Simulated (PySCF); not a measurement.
PySCF run on NaGa

The script input.py:

```python
from pyscf import gto, scf

mol = gto.M(
    atom='Na 0 0 0; Ga 0 0 2.919',
    basis='def2-svpd',
    charge=0,
    spin=0,
    verbose=4,
)
mf = scf.RHF(mol)
mf.kernel()
mf.nuc_grad_method().kernel()
mf.dip_moment()
print('orbital energies (hartree):', mf.mo_energy[..., max(0, mol.nelec[1]-3):mol.nelec[0]+3].round(4))
```

```bash
$ python input.py
```

Output (some set-up lines and the per-cycle HOMO/LUMO lines with their warnings removed):

```
PySCF version 2.14.0

[INPUT] verbose = 4
[INPUT] num. atoms = 2
[INPUT] num. electrons = 42
[INPUT] charge = 0
[INPUT] spin (= nelec alpha-beta = 2S) = 0
[INPUT] symmetry False subgroup None
[INPUT] Mole.unit = angstrom
[INPUT] Symbol           X                Y                Z      unit          X                Y                Z       unit  Magmom
[INPUT]  1 Na     0.000000000000   0.000000000000   0.000000000000 AA    0.000000000000   0.000000000000   0.000000000000 Bohr   0.0
[INPUT]  2 Ga     0.000000000000   0.000000000000   2.919000000000 AA    0.000000000000   0.000000000000   5.516110557605 Bohr   0.0

nuclear repulsion = 61.818920494594
number of shells = 22
number of NR pGTOs = 116
number of NR cGTOs = 56
basis = def2-svpd
ecp = {}

******** <class 'pyscf.scf.hf.RHF'> ********
method = RHF
initial guess = minao
damping factor = 0
level_shift factor = 0
DIIS = <class 'pyscf.scf.diis.CDIIS'>
diis_start_cycle = 1
diis_space = 8
diis_damp = 0
SCF conv_tol = 1e-09
SCF conv_tol_grad = None
SCF max_cycles = 50
direct_scf = True
direct_scf_tol = 1e-13
Set gradient conv threshold to 3.16228e-05
Initial guess from minao.
init E= -2084.13296402827
cycle= 1 E= -2084.71678801071  delta_E= -0.584  |g|= 0.163  |ddm|= 1.54
cycle= 2 E= -2084.75449324944  delta_E= -0.0377  |g|= 0.123  |ddm|= 0.927
cycle= 3 E= -2084.75778413457  delta_E= -0.00329  |g|= 0.0308  |ddm|= 0.211
cycle= 4 E= -2084.75889250879  delta_E= -0.00111  |g|= 0.0133  |ddm|= 0.161
cycle= 5 E= -2084.75928570646  delta_E= -0.000393  |g|= 0.00206  |ddm|= 0.151
cycle= 6 E= -2084.7592987095  delta_E= -1.3e-05  |g|= 0.000532  |ddm|= 0.0333
cycle= 7 E= -2084.75929970299  delta_E= -9.93e-07  |g|= 0.000139  |ddm|= 0.00994
cycle= 8 E= -2084.75929977253  delta_E= -6.95e-08  |g|= 1.83e-05  |ddm|= 0.00267
cycle= 9 E= -2084.75929977324  delta_E= -7.06e-10  |g|= 2.74e-06  |ddm|= 0.000176
Extra cycle  E= -2084.75929977325  delta_E= -1.18e-11  |g|= 1.03e-06  |ddm|= 1.86e-05
converged SCF energy = -2084.75929977325

******** <class 'pyscf.grad.rhf.Gradients'> for <class 'pyscf.scf.hf.RHF'> ********
unit = Eh/Bohr
--------------- RHF gradients ---------------
         x                y                z
0 Na    -0.0000000000     0.0000000000     0.0123163963
1 Ga     0.0000000000    -0.0000000000    -0.0123163963
----------------------------------------------
Dipole moment(X, Y, Z, Debye):  0.00000, -0.00000, -3.66451
orbital energies (hartree): [-1.1695 -0.4174 -0.1694  0.0122  0.0182  0.0182]
```

In short: E(SCF) = -2084.759300 Eh, 9 cycles, μz(SCF) = -3.66 D, gradient on the second atom -0.0123 Eh/bohr.

Wall time 2.4 s on one thread of a shared host.

At this level a UHF run with spin=2 ends 0.36 eV lower; the true order of the states can differ. Stability towards an unrestricted solution was not tested. The bond length is a typed value, not an optimised one.
